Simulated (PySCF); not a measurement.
Below is a simulated gas-phase C 1s photoelectron spectrum of GeH2MePh, `[H][Ge]([H])([CH3])[c]1ccccc1`.

Every computed line was given a Gaussian of 0.7 eV full width at half maximum and an area set by the number of equivalent atoms; the highest printed point is 100. Theory: PySCF 2.14.0, delta-SCF UKS SCAN, pcX-2 on the ionised atom, pcseg-1 elsewhere, spin-free X2C.

(binding energy (eV), intensity): (288.8, 0), (288.9, 0), (289.0, 1), (289.1, 2), (289.2, 3), (289.3, 7), (289.4, 13), (289.5, 22), (289.6, 35), (289.7, 52), (289.8, 70), (289.9, 87), (290.0, 98), (290.1, 100), (290.2, 92), (290.3, 77), (290.4, 58), (290.5, 39), (290.6, 23), (290.7, 13), (290.8, 6), (290.9, 3), (291.0, 1), (291.1, 0)

How many maxima does the curve show, and how many computed lines lie under it?

The curve has 1 maximum (at 290.1 eV). Under it lie 5 lines from 5 inequivalent carbon sites. At this width some lines have no maximum of their own.

Decompose the envelope and assign each component. Bonds: Ge1–C4, Ge1–C8, C8–C9, C8–C13, C9–C10, C10–C11, C11–C12, C12–C13. Hydrogens: H2, H3 on Ge1; H5, H6, H7 on C4; H14 on C9; H15 on C10; H16 on C11; H17 on C12; H18 on C13.

```csv
position (eV),relative area,line,atoms,environment
289.77,1,C 1s,C8,carbon bonded to 2 C and Ge
290.05,1,C 1s,C4,carbon bonded to Ge and 3 H
290.08,2,C 1s,C9/C13,carbon bonded to 2 C and H
290.13,1,C 1s,C11,carbon bonded to 2 C and H
290.14,2,C 1s,C10/C12,carbon bonded to 2 C and H
```

What are the centre and the root-mean-square width of the whole band?

The area-weighted mean of the lines is 290.05 eV. Their own spread about it is 0.12 eV (rms) and each Gaussian has σ = 0.7/2.355 = 0.30 eV; the variances add, which gives 0.32 eV.

Lowest listed C 1s: C8, bonded to 2 C and Ge. Highest, 0.37 eV above it: C10/C12, bonded to 2 C and H. The values 290.05, 290.08, 290.13 and 290.14 eV lie too close for their order to be trusted.

Shake-up satellites, vibrational structure and lifetime widths aren't simulated. Topologically equivalent atoms share the value of their first member; where this conformer doesn't relate them by symmetry, their own values could differ. The unrestricted hole states depart most from a pure doublet (⟨S²⟩ = 0.75; over 0.85 named) for C 1s of C8 (0.85), which makes this value less certain. Geometry: PBE0-D3(BJ)/def2-SVP, one conformer, isolated molecule.
